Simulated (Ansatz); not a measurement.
CH$_{5}$F$_{2}$NOSi (`N[Si](O)(F)CF`), relaxed with RKS PBE0-D4/def2-TZVP in the Gaussian-basis code of Ansatz from a PBE-D4/def2-SVP geometry. The force threshold is 0.005 eV/Å; the program also tests the step.

Total charge 0; spin multiplicity 1.

Start:

```xyz
11

N     1.400    0.366    1.119
Si    0.184    0.494   -0.085
O    -1.145    1.344    0.449
F     0.908    1.213   -1.370
C    -0.525   -1.165   -0.681
F    -1.834   -0.924   -1.150
H     1.153    0.411    2.109
H     2.311    0.792    0.941
H    -1.952    0.998    0.017
H    -0.574   -1.905    0.150
H     0.072   -1.626   -1.499
```

| step | energy (eV) | largest force (eV/Å) | largest move (Å) |
| --- | --- | --- | --- |
| 1 | -17962.2586 | 1.083 | 0.000 |
| 2 | -17962.3342 | 0.650 | 0.038 |
| 3 | -17962.3616 | 0.145 | 0.030 |
| 4 | -17962.3619 | 0.491 | 0.046 |
| 5 | -17962.3672 | 0.135 | 0.014 |
| 6 | -17962.3696 | 0.055 | 0.037 |
| 7 | -17962.3699 | 0.070 | 0.011 |
| 8 | -17962.3701 | 0.031 | 0.018 |
| 9 | -17962.3704 | 0.016 | 0.018 |
| 10 | -17962.3705 | 0.009 | 0.010 |
| 11 | -17962.3705 | 0.005 | 0.009 |

End:

```xyz
11

N     1.367    0.394    1.079
Si    0.150    0.502   -0.087
O    -1.126    1.336    0.489
F     0.812    1.217   -1.351
C    -0.494   -1.167   -0.668
F    -1.747   -0.996   -1.272
H     1.165    0.350    2.063
H     2.297    0.727    0.890
H    -1.972    1.139    0.078
H    -0.621   -1.856    0.174
H     0.170   -1.646   -1.394
```

Hardware: 4 threads of an Intel Xeon Platinum 8488C on a shared host. Wall time 27 s, peak host memory 0.62 GiB.
